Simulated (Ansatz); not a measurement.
Computed with Ansatz on PBE0-D4/def2-TZVP structures; ΔE is electronic, products minus reactants. CCSD(T)/CBS adds triple-zeta CCSD(T) − MP2 to the extrapolated MP2 energy (def2 sets, frozen cores). DFT in def2-TZVPP. B3LYP here is the variant with VWN-RPA as its local correlation; programs differ in this. For Ge, Se outer-core shells are correlated without core-valence functions, which leaves a few kJ/mol of doubt a bond. Scalar relativity is left out up to krypton. One conformer a species, not always the lowest.

Consider the formal exchange of groups at the Se–Ge bond: `C[Se][GeH2][Cl]` + `CO[SiH3]` → `CO[SiH2][Se]C` + `[Cl][GeH3]`.

```
             level  ΔE (kJ/mol)
         r2SCAN-D4         -7.2
           ωB97M-V         -7.5
              PBE0         -6.3
             B3LYP         -1.6
     HF/def2-TZVPP          0.8
    MP2/def2-TZVPP         -3.8
SCS-MP2/def2-TZVPP         -2.0
    CCSD/CBS(def2)         -6.1
```

(1) What does CCSD(T)/CBS give? (Best estimate.)

Largest T1 diagnostic among the species: 0.011.

## Answers

(1) The calculation gave: -6.7 kJ/mol. The listed levels differ from it by -0.5, -0.8, 0.4, 5.1, 7.5, 2.9, 4.7, 0.6 kJ/mol.

In def2-TZVPP, CCSD(T) changes the Hartree–Fock value by −5.5 kJ/mol (the triples alone add −0.6 kJ/mol) and MP2 by −4.6 kJ/mol.

CCSD(T)/CBS has its own doubt, a few kJ/mol and more with outer-core shells, so smaller differences from it don't rank the levels.
